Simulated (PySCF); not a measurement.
Precursor series Cd OH-NH2. Gas-phase values, no solvent. One relaxed conformer stands for each flexible species; it need not be the lowest.

The HOMO–LUMO gap from two functionals at the same geometries (r2SCAN-D4/def2-SVP), both in PySCF: PBE-D3(BJ)/def2-TZVP and B3LYP-D3(BJ)/def2-TZVP. B3LYP has the VWN-RPA correlation part, as in Gaussian. 

| species | PBE-D3(BJ)/def2-TZVP (eV) | B3LYP-D3(BJ)/def2-TZVP (eV) |
|---|---|---|
| 0 of 2 OH replaced by NH2 ([Cd(OH)2]) | 4.10 | 6.01 |
| 1 of 2 OH replaced by NH2 ([Cd(OH)(NH2)]) | 3.94 | 5.53 |
| 2 of 2 OH replaced by NH2 ([Cd(NH2)2]) | 3.96 | 5.51 |

Over these rows, drawn at random from the members with no instability flagged (it was tested for open shells, ions and some series alone), PBE minus B3LYP-D3(BJ): mean -1.69 eV, from -1.91 eV to -1.55 eV.
